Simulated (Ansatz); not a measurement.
One change: `[GaH2][SeH]` becomes `C[Se][GaH2]`.

Ansatz, PBE0-D4/def2-TZVP geometries, multiplicity 1. 

Scalar relativity is left out up to krypton.

```json
{"property": "HOMO–LUMO gap (PBE/def2-TZVPP) / eV", "`[GaH2][SeH]`": "3.95"}
{"property": "size of the dipole moment (PBE/def2-TZVPP) / D", "`[GaH2][SeH]`": "0.78"}
{"property": "size of the dipole moment (ωB97M-V/def2-TZVPP) / D", "`[GaH2][SeH]`": "1.02"}
{"property": "ideal-gas entropy at 298 K and 1 bar (rigid rotor, harmonic PBE0-D4/def2-TZVP) / J/(mol·K)", "`[GaH2][SeH]`": "291"}
{"property": "HOMO energy (PBE0/def2-TZVPP) / eV", "`[GaH2][SeH]`": "-7.35"}
{"property": "HOMO energy (B3LYP/def2-TZVPP) / eV", "`[GaH2][SeH]`": "-7.12"}
```

(1) What does the change do to each property? (An estimate is asked.)

Results:

(1) Computed: 
```json
{"property": "HOMO–LUMO gap (PBE/def2-TZVPP) / eV", "`C[Se][GaH2]`": "3.65", "shift": "-0.30"}
{"property": "size of the dipole moment (PBE/def2-TZVPP) / D", "`C[Se][GaH2]`": "1.29", "shift": "0.51"}
{"property": "size of the dipole moment (ωB97M-V/def2-TZVPP) / D", "`C[Se][GaH2]`": "1.31", "shift": "0.29"}
{"property": "ideal-gas entropy at 298 K and 1 bar (rigid rotor, harmonic PBE0-D4/def2-TZVP) / J/(mol·K)", "`C[Se][GaH2]`": "336", "shift": "45"}
{"property": "HOMO energy (PBE0/def2-TZVPP) / eV", "`C[Se][GaH2]`": "-6.85", "shift": "0.50"}
{"property": "HOMO energy (B3LYP/def2-TZVPP) / eV", "`C[Se][GaH2]`": "-6.64", "shift": "0.48"}
```

With PBE0 the HOMO rises by 0.50 eV and the LUMO rises by 0.16 eV, so the gap narrows by about 0.34 eV. PBE moves the HOMO by 0.47 eV and ωB97M-V by 0.51 eV. The zero-point energy changes by 78.6 kJ/mol with +9 modes. Dipoles are sizes alone; their direction can turn.

B3LYP here is the variant with VWN-RPA as its local correlation; programs differ in this.

Spin–orbit coupling is left out; it splits and shifts lone-pair levels of the heavy atoms by tenths of an eV.
